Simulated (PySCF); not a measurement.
## Correlation energy of C²⁺ (carbon, charge +2)

[He] 2s2, closed-shell 1S. Computed with PySCF 2.14 in jorge-DZP-DKH (4s2p1d, 15 functions), with the spin-free X2C one-electron Hamiltonian (Gaussian nucleus). Frozen: 1s2; 2 electrons correlated.

Total MP2 correlation energy: -40.05 mhartree.

Same-spin part 0.00 and opposite-spin part -40.05 mhartree; SCS-MP2 scales them by 1/3 and 6/5 to -48.05 mhartree.

With two correlated electrons CCSD is exact within the correlated space (frozen core and kept virtual orbitals).

```
level  correlation energy (mhartree)
 CCSD                         -72.15
```

Diagnostics: T1 = 0.0081, D1 = 0.0115, largest double amplitude 0.157.

A double-excitation amplitude exceeds 0.15, a sign of near-degeneracy.

Cost of the coupled-cluster step: 0.07 s of wall time on 1 thread of Neoverse-N1 (shared host), for 2 correlated electrons.
